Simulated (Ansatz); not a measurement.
Reaction (adduct formation): `[GaH3]` + tetrahydrofuran → `[GaH3-][O+]1CCCC1`

Isolated molecules relaxed with PBE0-D4/def2-TZVP in Ansatz; ΔE leaves out vibrations. CBS: MP2 limit from def2 TZ/QZ plus the TZ coupled-cluster correction, frozen cores. DFT in def2-TZVPP. For Ga outer-core shells are correlated without core-valence functions, which leaves a few kJ/mol of doubt a bond. Scalar relativity is left out up to krypton.

| level | ΔE (kJ/mol) |
| --- | --- |
| PBE0-D4 | -80.8 |
| HF/def2-SVP | -61.8 |

(1) What does CCSD(T)/CBS give? (Estimate.)

Largest T1 diagnostic among the species: 0.013.

Answers

(1) Ansatz gave: -87.2 kJ/mol. The listed levels differ from it by 6.4, 25.4 kJ/mol.

The D4 term adds −22.7 kJ/mol with B3LYP and −12.7 kJ/mol with PBE0; it sums over pairs of atoms, weighted by their polarisabilities, and B3LYP, whose exchange is more repulsive, gets the larger term. In def2-TZVPP, CCSD(T) changes the Hartree–Fock value by −34.3 kJ/mol (the triples alone add −4.8 kJ/mol) and MP2 by −35.5 kJ/mol. Leaving LDA and LC-ωPBE aside and taking each functional with its dispersion term where it has one, the values, not all of them listed here, spread over 13.9 kJ/mol, from r2SCAN0-D4 to B2PLYP. LDA lies −38.1 kJ/mol from PBE without D4.

B3LYP here is the variant with VWN-RPA as its local correlation; programs differ in this.
